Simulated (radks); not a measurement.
Values are calculated unless marked as measured or tabulated.
Q: Ionisation of neutral lanthanum, [Xe] 5d1 6s2, to [Xe] 5d2 as the strength of local exchange is varied. Level of theory: Dirac Kohn-Sham, Slater X-alpha exchange (alpha = 2/3 is LDA exchange), no correlation, spin-unpolarised, spherical densities, finite nucleus; open shells fill j = l - 1/2 first; Fermi nuclear charge, rms radius 4.855 fm (a radial shooting solver on a logarithmic mesh with Libxc functionals).

| alpha | E(La) (hartree) | exchange (hartree) | IE (eV) | -e of the level emptied (eV) | <r> of it (bohr) |
|---|---|---|---|---|---|
| 0.567 | -8456.5978 | -162.6356 | 5.494 | 2.602 (6s1/2) | 4.639 |
| 0.667 | -8485.3272 | -191.9308 | 5.599 | 3.000 (6s1/2) | 4.503 |
| 0.692 | -8492.5239 | -199.2831 | 5.621 | 3.104 (6s1/2) | 4.470 |
| 0.719 | -8500.3027 | -207.2365 | 5.643 | 3.218 (6s1/2) | 4.435 |
| 0.823 | -8530.3280 | -237.9959 | 5.711 | 3.677 (6s1/2) | 4.305 |
| 0.914 | -8556.6813 | -265.0721 | 5.748 | 4.102 (6s1/2) | 4.197 |
| 1.025 | -8588.9291 | -298.3033 | 5.764 | 4.646 (6s1/2) | 4.074 |
| ? | -8475.5489 | -181.9499 | 5.566 | 2.861 (6s1/2) | 4.549 |

Which alpha was used in the last row?

A: alpha = 0.633. NIST Atomic Spectra Database: 5.577 eV (measured). The Delta-SCF value meets it near alpha = 0.64. Spin polarisation and multiplet splitting are left out, so open shells lie too high by an amount that depends on their filling.

Beside tabulated values, note that spin-unpolarised runs miss the spin-polarisation part of the exchange energy of open shells.
